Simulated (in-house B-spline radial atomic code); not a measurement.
The numbers below are computed, except where a source is named.
# Stopping and range of 20 keV Hf in InSb

The pair potential comes from two frozen, spherical free-atom densities (PBE, B-spline radial code, scalar-relativistic past argon): electrostatics plus the change in Thomas-Fermi kinetic and Dirac exchange energy where they overlap, the recipe behind the universal ZBL potential, which averages such potentials (from solid-state densities) over many pairs. It is written V = (Z1 Z2 e²/r) φ(r/a), with e² = 14.3996 eV·Å and a = 0.46850 Å/(Z1^0.23 + Z2^0.23); ZBL's fit is φ = 0.18175 e^(−3.1998x) + 0.50986 e^(−0.94229x) + 0.28022 e^(−0.4029x) + 0.02817 e^(−0.20162x). Where φ falls below 4e-4 it is continued as an exponential.

The target is taken as amorphous, with density 5.77 g/cm³ (NSM archive of the Ioffe Institute); channelling is ignored. Masses: Hf 178.49, In 114.82, Sb 121.76 u. Nuclear stopping is S_n = 4π a Z1 Z2 e² M1/(M1 + M2) × s_n(ε), with s_n integrated over impact parameters for each pair. Electronic stopping is Lindhard and Scharff's S_e = Z1^(1/6) 8π e² a0 Z1 Z2/(Z1^(2/3) + Z2^(2/3))^(3/2) × v/v0, with a0 = 0.529177 Å and v = v0 at 24.801 keV/u; it misses the oscillations with Z1 seen in experiment, which reach tens of per cent. Compounds add by atom fraction.

```json
{"target atom": "In", "a (Å)": "0.09147", "ε at this energy": "0.0141", "s_n, this pair": "0.1808", "s_n, ZBL potential": "0.1864"}
{"target atom": "Sb", "a (Å)": "0.09107", "ε at this energy": "0.01397", "s_n, this pair": "0.1803", "s_n, ZBL potential": "0.1858"}
```

(1) What are the atom density and the stopping powers at entry?

Along the track:

```tsv
E (keV)	N S_n (eV/nm)	N S_e (eV/nm)
1	476	36.2
3	842	62.7
6	1160	88.6
10	1450	114
15	1700	140
20	1900	162
```

(2) Estimate the path length and the projected range.

## Answers

(1) N = 5.77 × 0.602214/118.29 = 0.02938 atoms/Å³. For In: S_n = 35540 × 0.1808 = 6425 eV·Å², S_e = 3.8510 × √20000 = 544.6 eV·Å². For Sb: S_n = 35970 × 0.1803 = 6485 eV·Å², S_e = 3.9384 × √20000 = 557 eV·Å². Averaged over the target's atoms (half each) and times N × 10 Å/nm, the ion loses N S_n = 1900 eV/nm to recoils and N S_e = 162 eV/nm to electrons; the nuclear share is 92 %.

(2) With continuous slowing down the path is the integral of dE/(N (S_n + S_e)). Trapezoids over the table give 14.3 nm, and the stretch below the first row, with stopping taken as √E, adds 2E/(N S) = 3.9 nm: 18.2 nm in all, against 18 nm on a fine grid from 5 eV. Deflections shorten the depth: to first order in the energy passed on, N (S_n + S_e) dR_p/dE = 1 − N S_n (M2/M1) R_p/(2E), summed over the target's atoms, and integrating this on the fine grid gives R_p = 11.2 nm, 0.62 of the path. Lindhard's rule of thumb R/(1 + M2/3M1), with mean M2/M1 = 0.66, gives 14.8 nm. On the ZBL potential the same equation gives 11 nm, and the full integral equation, which keeps hard collisions, 11.2 nm.
